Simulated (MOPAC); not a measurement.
MOPAC input (AM1):

```
AM1 1SCF CHARGE=-1 GEO-OK AUX(PRECISION=9) THREADS=1
H9OSi4

O    -0.42745500 1   -0.38307200 1   -2.09792600 1
Si   -0.12041200 1   -0.10791000 1   -0.59097700 1
Si   -1.54668900 1   -1.15758900 1    1.00586600 1
Si    2.03003000 1   -0.76224100 1    0.20491700 1
Si   -0.21073900 1    2.16412800 1    0.12713500 1
H    -1.19859700 1   -0.85319600 1    2.43001500 1
H    -1.54170800 1   -2.65063200 1    0.91640900 1
H    -2.98383400 1   -0.76726400 1    0.86634900 1
H     2.25985300 1   -0.47092100 1    1.65555100 1
H     2.29860900 1   -2.22614800 1    0.05643200 1
H     3.15840600 1   -0.08834000 1   -0.50910600 1
H    -1.54942700 1    2.79925800 1   -0.07714300 1
H     0.75249600 1    3.05369800 1   -0.59262100 1
H     0.09317800 1    2.35868400 1    1.58034000 1
```

Output:

```
 *******************************************************************************
 **                                                                           **
 **                              MOPAC v23.2.5                                **
 **                                                                           **
 *******************************************************************************
 ** MOPAC's Digital Object Identifier: https://doi.org/10.5281/zenodo.6511958 **
 **                                                                           **
 ** Please cite the open-source release paper for use of this MOPAC version:  **
 ** J. E. Moussa and J. J. P. Stewart (2026)                                  **
 ** MOPAC: An open-source semiempirical molecular orbital program             **
 ** J. Open Source Softw., 11(119), 8025, https://doi.org/10.21105/joss.08025 **
 *******************************************************************************

                              AM1 CALCULATION RESULTS

 *******************************************************************************
 *  AM1        - The AM1 Hamiltonian to be used
 *  GEO-OK     - OVERRIDE INTERATOMIC DISTANCE AND OTHER SAFETY CHECKS
 *
 *
 *
 *                 CHARGE ON SYSTEM = -1
 *
 *
 *
 *  1SCF       - DO 1 SCF AND THEN STOP
 *  AUX        - OUTPUT AUXILIARY INFORMATION
 *******************************************************************************
AM1 1SCF CHARGE=-1 GEO-OK AUX(PRECISION=9) THREADS=1
 H9OSi4

   ATOM   CHEMICAL          X               Y               Z
  NUMBER   SYMBOL      (ANGSTROMS)     (ANGSTROMS)     (ANGSTROMS)

     1       O         -0.42745500  *  -0.38307200  *  -2.09792600  *
     2      Si         -0.12041200  *  -0.10791000  *  -0.59097700  *
     3      Si         -1.54668900  *  -1.15758900  *   1.00586600  *
     4      Si          2.03003000  *  -0.76224100  *   0.20491700  *
     5      Si         -0.21073900  *   2.16412800  *   0.12713500  *
     6       H         -1.19859700  *  -0.85319600  *   2.43001500  *
     7       H         -1.54170800  *  -2.65063200  *   0.91640900  *
     8       H         -2.98383400  *  -0.76726400  *   0.86634900  *
     9       H          2.25985300  *  -0.47092100  *   1.65555100  *
    10       H          2.29860900  *  -2.22614800  *   0.05643200  *
    11       H          3.15840600  *  -0.08834000  *  -0.50910600  *
    12       H         -1.54942700  *   2.79925800  *  -0.07714300  *
    13       H          0.75249600  *   3.05369800  *  -0.59262100  *
    14       H          0.09317800  *   2.35868400  *   1.58034000  *

          CARTESIAN COORDINATES

    NO.       ATOM           X           Y           Z

     1         O         -0.4275     -0.3831     -2.0979
     2        Si         -0.1204     -0.1079     -0.5910
     3        Si         -1.5467     -1.1576      1.0059
     4        Si          2.0300     -0.7622      0.2049
     5        Si         -0.2107      2.1641      0.1271
     6         H         -1.1986     -0.8532      2.4300
     7         H         -1.5417     -2.6506      0.9164
     8         H         -2.9838     -0.7673      0.8663
     9         H          2.2599     -0.4709      1.6556
    10         H          2.2986     -2.2261      0.0564
    11         H          3.1584     -0.0883     -0.5091
    12         H         -1.5494      2.7993     -0.0771
    13         H          0.7525      3.0537     -0.5926
    14         H          0.0932      2.3587      1.5803

  H: (AM1): M.J.S. DEWAR ET AL, J. AM. CHEM. SOC. 107 3902-3909 (1985)
  O: (AM1): M.J.S. DEWAR ET AL, J. AM. CHEM. SOC. 107 3902-3909 (1985)
 Si: (AM1): M.J.S.DEWAR, C. JIE, ORGANOMETALLICS, 6, 1486-1490 (1987).

           Empirical Formula: H9 O Si4  =    14 atoms

      MOLECULAR POINT GROUP   :   C3v

      RHF CALCULATION, NO. OF DOUBLY OCCUPIED LEVELS = 16

 -------------------------------------------------------------------------------
 AM1 1SCF CHARGE=-1 GEO-OK AUX(PRECISION=9) THREADS=1
 H9OSi4

     1SCF WAS SPECIFIED, SO BFGS WAS NOT USED
     SCF FIELD WAS ACHIEVED

                              AM1 CALCULATION
                                                       MOPAC v23.2.5 Linux

          FINAL HEAT OF FORMATION =        -49.04912 KCAL/MOL =    -205.22151 KJ/MOL

          COSMO AREA              =        188.32 SQUARE ANGSTROMS
          COSMO VOLUME            =        204.71 CUBIC ANGSTROMS

          IONIZATION POTENTIAL    =          4.772824 EV
          HOMO LUMO ENERGIES (EV) =         -4.773  3.536
          NO. OF FILLED LEVELS    =         16
          MOLECULAR WEIGHT        =        137.4125         POINT GROUP:  C3v

          MOLECULAR DIMENSIONS (Angstroms)

            Atom       Atom       Distance
            H    12    H    10     6.33087
            H    13    H     8     5.48269
            H     6    O     1     4.13308

          SCF CALCULATIONS        =          1

   ATOM   CHEMICAL          X               Y               Z
  NUMBER   SYMBOL      (ANGSTROMS)     (ANGSTROMS)     (ANGSTROMS)

     1       O         -0.42745500  *  -0.38307200  *  -2.09792600  *
     2      Si         -0.12041200  *  -0.10791000  *  -0.59097700  *
     3      Si         -1.54668900  *  -1.15758900  *   1.00586600  *
     4      Si          2.03003000  *  -0.76224100  *   0.20491700  *
     5      Si         -0.21073900  *   2.16412800  *   0.12713500  *
     6       H         -1.19859700  *  -0.85319600  *   2.43001500  *
     7       H         -1.54170800  *  -2.65063200  *   0.91640900  *
     8       H         -2.98383400  *  -0.76726400  *   0.86634900  *
     9       H          2.25985300  *  -0.47092100  *   1.65555100  *
    10       H          2.29860900  *  -2.22614800  *   0.05643200  *
    11       H          3.15840600  *  -0.08834000  *  -0.50910600  *
    12       H         -1.54942700  *   2.79925800  *  -0.07714300  *
    13       H          0.75249600  *   3.05369800  *  -0.59262100  *
    14       H          0.09317800  *   2.35868400  *   1.58034000  *

                             CARTESIAN COORDINATES

   1    O       -0.427455000    -0.383072000    -2.097926000
   2   Si       -0.120412000    -0.107910000    -0.590977000
   3   Si       -1.546689000    -1.157589000     1.005866000
   4   Si        2.030030000    -0.762241000     0.204917000
   5   Si       -0.210739000     2.164128000     0.127135000
   6    H       -1.198597000    -0.853196000     2.430015000
   7    H       -1.541708000    -2.650632000     0.916409000
   8    H       -2.983834000    -0.767264000     0.866349000
   9    H        2.259853000    -0.470921000     1.655551000
  10    H        2.298609000    -2.226148000     0.056432000
  11    H        3.158406000    -0.088340000    -0.509106000
  12    H       -1.549427000     2.799258000    -0.077143000
  13    H        0.752496000     3.053698000    -0.592621000
  14    H        0.093178000     2.358684000     1.580340000

           Empirical Formula: H9 O Si4  =    14 atoms

      MOLECULAR POINT GROUP   :   C3v

                  EIGENVALUES
 -29.08457 -11.60881 -11.43413 -11.43411 -10.36662  -8.98245  -8.98245  -8.76515
  -8.26433  -8.26433  -7.98536  -7.79616  -7.79615  -7.14157  -4.77284  -4.77282
   3.53580   3.98138   3.98138   5.24815   5.24816   5.29820   5.35631   5.36994
   5.36995   6.27414   6.31047   6.31049   7.45595

              NET ATOMIC CHARGES AND DIPOLE CONTRIBUTIONS

  ATOM NO.   TYPE          CHARGE      No. of ELECS.   s-Pop       p-Pop
    1          O          -0.700827        6.7008     1.91997     4.78086
    2         Si           1.134318        2.8657     0.82275     2.04293
    3         Si          -0.111650        4.1116     0.98414     3.12751
    4         Si          -0.111640        4.1116     0.98414     3.12750
    5         Si          -0.111639        4.1116     0.98414     3.12750
    6          H          -0.120178        1.1202     1.12018
    7          H          -0.123005        1.1230     1.12300
    8          H          -0.123005        1.1230     1.12300
    9          H          -0.120177        1.1202     1.12018
   10          H          -0.123005        1.1230     1.12300
   11          H          -0.123006        1.1230     1.12301
   12          H          -0.123005        1.1230     1.12300
   13          H          -0.123006        1.1230     1.12301
   14          H          -0.120177        1.1202     1.12018
 DIPOLE           X         Y         Z       TOTAL
 POINT-CHG.    -0.153    -0.137    -0.753     0.781
 HYBRID         0.457     0.409     2.242     2.324
 SUM            0.303     0.272     1.489     1.543

          ATOMIC ORBITAL ELECTRON POPULATIONS

     Atom    s        px        py        pz
    1  O   1.91997   1.68773   1.69016   1.40297
    2 Si   0.82275   0.68140   0.68141   0.68013
    3 Si   0.98414   1.05557   0.98096   1.09098
    4 Si   0.98414   1.25835   0.92706   0.94209
    5 Si   0.98414   0.89324   1.30120   0.93306
    6  H   1.12018
    7  H   1.12300
    8  H   1.12300
    9  H   1.12018
   10  H   1.12300
   11  H   1.12301
   12  H   1.12300
   13  H   1.12301
   14  H   1.12018

 **********************
 *                    *
 * JOB ENDED NORMALLY *
 *                    *
 **********************

 == MOPAC DONE ==
```

The dipole moment of an ion depends on the origin.

The geometry given is a B3LYP-D3(BJ)/def2-TZVP minimum.
